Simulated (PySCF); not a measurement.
## Polarisability and C₆ of Be²⁺ (beryllium, charge +2)

1s2, closed-shell 1S. All numbers are calculated (PySCF 2.14, no relativity, point nucleus, in aug-cc-pVTZ with one added diffuse shell each of s, p, d, f type (6s5p4d3f, 62 functions)). Coupled (time-dependent) response in atomic units; α is the mean over directions.

```csv
method,mean α (bohr³),C₆ (like pair),S(−4)
UHF,0.03885,0.005463,0.001688
PBE,0.04317,0.006384,0.002099
PBE0,0.04192,0.006112,0.001975
wB97X-V,0.04176,0.006035,0.001988
BHandHLYP,0.04074,0.005840,0.001875
```

S(−4) is the Cauchy moment in α(ω) = α(0) + S(−4) ω² + …

α(iu) at PBE0:

| u (hartree) | α(iu) (bohr³) |
| --- | --- |
| 0 | 0.04192 |
| 0.0500 | 0.04192 |
| 0.100 | 0.04190 |
| 0.200 | 0.04184 |
| 0.300 | 0.04174 |
| 0.500 | 0.04143 |
| 0.750 | 0.04084 |
| 1.00 | 0.04004 |
| 1.50 | 0.03791 |
| 2.00 | 0.03529 |
| 3.00 | 0.02950 |
| 5.00 | 0.01939 |

A single London oscillator, α(iu) = α/(1 + u²/ω²), gives C₆ = (3/4) ω α². Matching the computed C₆ needs ω = 4 × 0.006112 / (3 × 0.04192²) = 4.64 hartree.

For an ion, C₆ is the dispersion term alone; charge-induced terms of lower order in 1/R come first.
